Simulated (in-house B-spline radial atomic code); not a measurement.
Configurations of the tellurium ion Te⁵⁺, with energies counted from [Kr] 4d10 5s1. Level of theory: scalar-relativistic (X2C) CAM-B3LYP, spin-polarised, spherical fractional occupations, exact exchange averaged over the configuration, Fermi nucleus of rms radius 4.7423 fm; calculated with a radial B-spline atomic code at the basis-set limit. Shells without spins written out take the highest spin.

Occupations are held fixed; configurations that lie above the ionisation limit could autoionise.

| configuration | E - E(ref) (eV) | highest orbital | its <r> (bohr) |
| --- | --- | --- | --- |
| [Kr] 4d9 5s2 | 35.697 | 5s down | 1.789 |
| [Kr] 4d9 5s1 5f1 | 83.193 | 5f up | 3.697 |
| [Ar] 3d10 4s2 4p5 4d10 5s1 6p1 | 152.59 | 6p up | 3.711 |
| [Ar] 3d10 4s2 4p5 4d10 5s1 6d1 | 159.87 | 6d up | 4.486 |
| [Ar] 3d9 4s2 4p6 4d10 5s1 6p1 | 611.64 | 6p up | 3.693 |

**Question.** Order these further configurations by energy, lowest first.
A. [Kr] 4d9 5s1 6p1
B. [Kr] 4d10 6f1
C. [Kr] 4d9 5s1 6s1
D. [Kr] 4d9 4f1 5s1
E. [Kr] 4d9 5s1 6d1

**Answer.** B (54.629 eV), D (67.141 eV), C (71.392 eV), A (76.396 eV), E (83.663 eV).

**Question.** How far above the reference does [Kr] 4d9 5s1 5p1 lie?

**Answer.** 46.979 eV; its least bound orbital is 5p up with <r> = 1.981 bohr.
